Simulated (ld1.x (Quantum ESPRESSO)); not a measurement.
# Which change was made? (Pb, TM)

* Element: Pb
* Generator: ld1.x (Quantum ESPRESSO) 7.5
* Type: norm-conserving Troullier–Martins (Kleinman–Bylander form)
* Functional: LDA (PZ)
* Relativity: fully relativistic
* Frozen core: [Xe] 4f14
* Valence charge: 14
* Reference configuration: 5d10 6s2 6p2
* Partial waves: 6s (bound): rc 1.55 bohr; 6p (bound): rc 2.20 bohr; 5d (bound): rc 1.60 bohr
* Local potential: all-electron potential smoothed inside 1.35 bohr (lloc = -1)
* Core correction: a·sin(br)/r model core inside 1.35 bohr

Open shells are filled in proportion to 2j + 1 (rel_dist='average').

Cutoffs, loose and tight: the cutoffs (Ry, on a coarse ladder) from which the occupation-weighted sum of valence levels, in a spherical-Bessel basis at the reference potential, stays within 10 and 1 mRy of its value at 400 Ry. They do not see the model core or the augmentation charge, which bear on the density cutoff. Test errors are all-electron minus pseudo excitation energies from the reference, over the configurations 5d10 6s2 6p1; 5d10 6s2 6p0; 5d10 6s1 6p0; 5d10 6s2 6p1.5; 5d10 6s1 6p2; 5d9 6s2 6p3; 5d10 6s0 6p0; variants that change the core or the reference have their own tests. The largest error is taken over the tests solved by every variant that gives reliable tests at all, those not shown here included: 5d10 6s0 6p0; 5d10 6s1 6p0; 5d10 6s1 6p2; 5d10 6s2 6p0; 5d10 6s2 6p1; 5d10 6s2 6p1.5.

The base gives: outcome: generated; cutoff, loose: 55 Ry; cutoff, tight: 110 Ry; bound ghosts: s, p3/2, p1/2; largest test error (meV): -25.

**Question.** After one change the result is: outcome: generated; cutoff, loose: 55 Ry; cutoff, tight: 120 Ry; bound ghosts: s, p3/2, p1/2; largest test error (meV): -62. Which change was it?
A. wave 6p (bound): rc 2.20 bohr becomes 6p (bound): rc 1.68 bohr
B. wave 6p (bound): rc 2.20 bohr becomes 6p (bound): rc 3.06 bohr
C. wave 6p (bound): rc 2.20 bohr becomes 6p (bound): rc 1.84 bohr
D. wave 6p (bound): rc 2.20 bohr becomes 6p (bound): rc 1.46 bohr

**Answer.** B. The others give: wave 6p (bound): rc 2.20 bohr becomes 6p (bound): rc 1.46 bohr → outcome: generated; cutoff, loose: 300 Ry; cutoff, tight: over 300 Ry; bound ghosts: p3/2, s, p1/2; largest test error (meV): -51 | wave 6p (bound): rc 2.20 bohr becomes 6p (bound): rc 1.84 bohr → outcome: generated; cutoff, loose: 60 Ry; cutoff, tight: 140 Ry; bound ghosts: s, p1/2, p3/2; largest test error (meV): -27 | wave 6p (bound): rc 2.20 bohr becomes 6p (bound): rc 1.68 bohr → outcome: generated; cutoff, loose: 90 Ry; cutoff, tight: 140 Ry; bound ghosts: s, p1/2, p3/2; largest test error (meV): -28.
